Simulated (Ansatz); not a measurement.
Coupled-cluster diagnostics for Hf2N2, Ansatz.

Geometry of the singlet (r2SCAN-D4/def2-TZVP):

Cartesian coordinates in Å:
```
Hf 0.371 -0.805 -1.072
Hf -0.370 0.807 1.072
N -1.055 0.419 -0.679
N 1.054 -0.420 0.680
```

In the def2 sets Hf takes a core potential; there is no spin–orbit coupling. Correlated methods freeze 2 core orbitals; core or outer-core shells of Hf are correlated, in sets that lack core-valence functions. The geometry of the singlet was relaxed on an unsound state (restricted singlet, unstable towards broken spin symmetry). At PBE0-D4/def2-TZVP a triplet of charge 0 lies 0.24 eV below the restricted singlet, each at its own geometry. The structure comes from a short search, and lower isomers may exist.

(1) Estimate the CCSD(T) correlation energy, the shares of MP2 and (T), T1 and the reference's ⟨S²⟩ for: charge 0, singlet, own geometry in def2-TZVPP; and the rough time on 4 threads of Arm Neoverse V1 on a shared host.

Results:

(1) 
```csv
state,basis,correlation (eV),MP2 share (%),(T) share (%),T1,⟨S²⟩ (pure),wall time,remarks
"charge 0, singlet, own geometry",def2-TZVPP,-30.719,100.6,7.4,0.033,0.00 (0.00),2.2 min,"flagged by the program, restricted SCF unstable"
```
Customary marks for T1 are 0.02 (closed shells), 0.045 (open shells) and about 0.05 (3d metals). T1 exceeds 0.02 in 1 of 1 rows and 0.045 in 0; the higher it lies, the less the single-reference result can be trusted.
